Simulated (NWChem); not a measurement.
System: SiCl cation, singlet

Here is an NWChem input.

```
start job
memory heap 200 mb stack 900 mb global 1100 mb
charge 1
geometry units angstroms noautoz
  Si     0.000000     0.000000    -1.079983
  Cl     0.000000     0.000000     0.894192
end
basis spherical
  * library def2-svp
end
dft
  xc b3lyp
  grid xfine
  iterations 150
  mulliken
end
task dft gradient
```

Excerpt of the output:

```
             Northwest Computational Chemistry Package (NWChem) 7.3.0
             --------------------------------------------------------

 ORDER OF PRIMARY AXIS IS BEING SET TO 4
 C4V symmetry detected

                             Geometry "geometry" -> ""
                             -------------------------

 Output coordinates in angstroms (scale by  1.889725989 to convert to a.u.)

  No.       Tag          Charge          X              Y              Z
 ---- ---------------- ---------- -------------- -------------- --------------
    1 Si                  14.0000     0.00000000     0.00000000    -1.08261210
    2 Cl                  17.0000     0.00000000     0.00000000     0.89156290

 Effective nuclear repulsion energy (a.u.)      63.7958566297

      Symmetry information
      --------------------

 Group name             C4v
 Group number             18
 Group order               8
 No. of unique centers     2

                                 NWChem DFT Module
                                 -----------------

 Summary of "ao basis" -> "ao basis" (spherical)
 ------------------------------------------------------------------------------
       Tag                 Description            Shells   Functions and Types
 ---------------- ------------------------------  ------  ---------------------
 Si                         def2-svp                 8       18   4s3p1d
 Cl                         def2-svp                 8       18   4s3p1d

      Symmetry analysis of basis
      --------------------------

        a1         16
        a2          0
        b1          2
        b2          2
        e          16

            General Information
            -------------------
          SCF calculation type: DFT
          Wavefunction type:  closed shell.
          No. of atoms     :     2
          No. of electrons :    30
           Alpha electrons :    15
            Beta electrons :    15
          Charge           :     1
          Spin multiplicity:     1
          Use of symmetry is: on ; symmetry adaption is: on
          Maximum number of iterations: 150
          AO basis - number of functions:    36
                     number of shells:    16
          Convergence on energy requested:  1.00D-06
          Convergence on density requested:  1.00D-05
          Convergence on gradient requested:  5.00D-04

              XC Information
              --------------
                         B3LYP Method XC Potential
                     Hartree-Fock (Exact) Exchange  0.200
                        Slater Exchange Functional  0.800 local
                    Becke 1988 Exchange Functional  0.720 non-local
              Lee-Yang-Parr Correlation Functional  0.810
                  VWN I RPA Correlation Functional  0.190 local

             Grid Information
             ----------------
          Grid used for XC integration:  xfine
          Radial quadrature: Mura-Knowles
          Angular quadrature: Lebedev.
          Tag              B.-S. Rad. Rad. Pts. Rad. Cut. Ang. Pts.
          ---              ---------- --------- --------- ---------
          Si                  1.10      125           8.0      1454
          Cl                  1.00      125           8.0      1454
          Grid pruning is: on
          Number of quadrature shells:   250
          Spatial weights used:  Erf1

      Superposition of Atomic Density Guess
      -------------------------------------

 Sum of atomic energies:        -748.06206354

 Renormalizing density from      31.00 to     30

      Non-variational initial energy
      ------------------------------

 Total energy =    -733.009358
 1-e energy   =   -1125.023974
 2-e energy   =     328.218760
 HOMO         =      -0.709372
 LUMO         =      -0.365841

      Symmetry analysis of molecular orbitals - initial
      -------------------------------------------------

 !! scf_movecs_sym_adapt:    4 vectors were symmetry contaminated

  Symmetry fudging

 !! scf_movecs_sym_adapt:    2 vectors were symmetry contaminated

  Numbering of irreducible representations:

     1 a1          2 a2          3 b1          4 b2          5 e

  Orbital symmetries:

     1 a1          2 a1          3 a1          4 a1          5 e
     6 e           7 a1          8 a1          9 e          10 e
    11 a1         12 a1         13 e          14 e          15 a1
    16 e          17 e          18 a1         19 a1         20 a1
    21 e          22 e          23 e          24 e          25 b1

     ---------------------------------------------
      Total Density - Mulliken Population Analysis
     ---------------------------------------------

    Atom       Charge   Shell Charges
 -----------   ------   -------------------------------------------------------
    1 Si  14    12.58   2.00  2.00  1.62  0.38  5.97  0.36  0.16  0.10
    2 Cl  17    17.42   2.00  2.00  1.44  0.49  5.97  2.68  2.82  0.02

   convergence    iter        energy       DeltaE   RMS-Dens  Diis-err
 ---------------- ----- ----------------- --------- --------- ---------
 d= 0,ls=0.0,diis     1   -749.0147939356 -8.13D+02  6.90D-02  1.68D+00

 !! scf_movecs_sym_adapt:    2 vectors were symmetry contaminated

  Symmetry fudging
 d= 0,ls=0.0,diis     2   -747.9769686637  1.04D+00  5.73D-02  7.05D+00
 d= 0,ls=0.0,diis     3   -749.1604348851 -1.18D+00  1.24D-02  1.20D-01
 d= 0,ls=0.0,diis     4   -749.1842302673 -2.38D-02  2.16D-03  7.24D-03
 d= 0,ls=0.0,diis     5   -749.1853218611 -1.09D-03  4.26D-04  4.74D-04

 !! scf_movecs_sym_adapt:    2 vectors were symmetry contaminated

  Symmetry fudging

 !! scf_movecs_sym_adapt:    2 vectors were symmetry contaminated

  Resetting Diis
 d= 0,ls=0.0,diis     6   -749.1853918758 -7.00D-05  9.09D-05  8.67D-06

 !! scf_movecs_sym_adapt:    2 vectors were symmetry contaminated

  Symmetry fudging

 !! scf_movecs_sym_adapt:    2 vectors were symmetry contaminated

 d= 0,ls=0.0,diis     7   -749.1853938945 -2.02D-06  1.30D-05  4.28D-08

 !! scf_movecs_sym_adapt:    2 vectors were symmetry contaminated

  Symmetry fudging

 !! scf_movecs_sym_adapt:    2 vectors were symmetry contaminated

 d= 0,ls=0.0,diis     8   -749.1853938838  1.07D-08  7.97D-06  1.07D-07

         Total DFT energy =     -749.185393883805
      One electron energy =    -1154.166452920846
           Coulomb energy =      390.045112206833
    Exchange-Corr. energy =      -48.859909799486
 Nuclear repulsion energy =       63.795856629695

 Numeric. integr. density =       30.000000008415

                  Occupations of the irreducible representations
                  ----------------------------------------------

                     irrep           alpha         beta
                     --------     --------     --------
                     a1                9.0          9.0
                     a2                0.0          0.0
                     b1                0.0          0.0
                     b2                0.0          0.0
                     e                 6.0          6.0

                       DFT Final Molecular Orbital Analysis
                       ------------------------------------

 Vector   13  Occ=2.000000D+00  E=-6.163726D-01  Symmetry=e
              MO Center=  6.0D-16, -5.0D-16,  6.6D-01, r^2= 1.4D+00
   Bfn.  Coefficient  Atom+Function         Bfn.  Coefficient  Atom+Function
  ----- ------------  ---------------      ----- ------------  ---------------
    30      0.428483  2 Cl py                29     -0.374059  2 Cl px
    27      0.351853  2 Cl py                26     -0.307162  2 Cl px
    24      0.200747  2 Cl py                23     -0.175249  2 Cl px
     9      0.117720  1 Si py                 8     -0.102767  1 Si px
    12      0.099731  1 Si py                11     -0.087064  1 Si px

 Vector   14  Occ=2.000000D+00  E=-6.163726D-01  Symmetry=e
              MO Center= -1.5D-15,  2.4D-15,  6.6D-01, r^2= 1.4D+00
   Bfn.  Coefficient  Atom+Function         Bfn.  Coefficient  Atom+Function
  ----- ------------  ---------------      ----- ------------  ---------------
    29      0.428483  2 Cl px                30      0.374059  2 Cl py
    26      0.351853  2 Cl px                27      0.307162  2 Cl py
    23      0.200747  2 Cl px                24      0.175249  2 Cl py
     8      0.117720  1 Si px                 9      0.102767  1 Si py
    11      0.099731  1 Si px                12      0.087064  1 Si py

 Vector   15  Occ=2.000000D+00  E=-5.896477D-01  Symmetry=a1
              MO Center=  5.2D-17,  1.2D-15, -7.3D-01, r^2= 2.7D+00
   Bfn.  Coefficient  Atom+Function         Bfn.  Coefficient  Atom+Function
  ----- ------------  ---------------      ----- ------------  ---------------
     3      0.576023  1 Si s                 31      0.379931  2 Cl pz
    28      0.326277  2 Cl pz                 2      0.303817  1 Si s
    10     -0.299069  1 Si pz                 4      0.256325  1 Si s
    25      0.182701  2 Cl pz                13     -0.155121  1 Si pz
     7      0.152820  1 Si pz                16     -0.069744  1 Si d  0

 Vector   16  Occ=0.000000D+00  E=-3.627448D-01  Symmetry=e
              MO Center= -2.0D-15, -5.6D-16, -9.0D-01, r^2= 2.5D+00
   Bfn.  Coefficient  Atom+Function         Bfn.  Coefficient  Atom+Function
  ----- ------------  ---------------      ----- ------------  ---------------
    11      0.611966  1 Si px                 8      0.511244  1 Si px
    29     -0.320520  2 Cl px                 5     -0.241162  1 Si px
    26     -0.199818  2 Cl px                23     -0.112071  2 Cl px
    35      0.046514  2 Cl d  1

[...]

                         DFT ENERGY GRADIENTS

    atom               coordinates                        gradient
                 x          y          z           x          y          z
   1 Si      0.000000   0.000000  -2.045840    0.000000   0.000000   0.004718
   2 Cl      0.000000   0.000000   1.684810    0.000000   0.000000  -0.004718
```

Level: B3LYP/def2-SVP. Low-valent species are run as closed-shell singlets; no triplet was tried in these runs. Geometry: optimised at PBE0/def2-SVP.
